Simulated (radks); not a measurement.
The table gives one normalised radial function P(r) = r R(r) (large component) of Dy3+ in [Xe] 4f9 (r in bohr). Calculated with a radial shooting solver on a logarithmic mesh with Libxc functionals: Dirac Kohn-Sham, PBE, spin-unpolarised, spherical densities, finite nucleus; open shells fill j = l - 1/2 first; Fermi nuclear charge, rms radius 5.2218 fm.

r	P
0.002021	0.0001
0.002653	0.0001
0.00351	0.0003
0.004644	0.0006
0.006145	0.0013
0.008066	0.0027
0.01067	0.0059
0.01412	0.0125
0.01868	0.0259
0.02472	0.0523
0.03245	0.0996
0.04293	0.1838
0.0568	0.3169
0.07516	0.4993
0.09865	0.6909
0.1305	0.8124
0.1727	0.7149
0.2285	0.2826
0.2999	-0.4068
0.3969	-1.1055
0.5251	-1.4210
0.6948	-1.2252
0.912	-0.7658
1.207	-0.3361
1.597	-0.0996
2.112	-0.0182
2.773	-0.0019
3.669	-0.0001
4.854	0.0000

Which n and l does it have? It may be an empty orbital.

Answer. n = 4, l = 2: the number of nodes gives n - l - 1 = 1, the rise at small r points to l (this Dirac orbital starts outside the nucleus as r^gamma with gamma = sqrt((l + 1)^2 - (Z/c)^2) = 2.96; the j = 5/2 orbital of l + 1 starts with the same power, but with a smaller coefficient, and then steepens), and the extent must fit the shell. The curve is that of 4d5/2; the two j differ most near the nucleus, where j = l - 1/2 has the larger amplitude, and in heavy atoms j = l - 1/2 is also the more compact. 4d5/2: eigenvalue -182.41 eV, 1 radial node at r = 0.258 bohr, <r> = 0.612 bohr, 90 % of the charge inside 0.920 bohr.
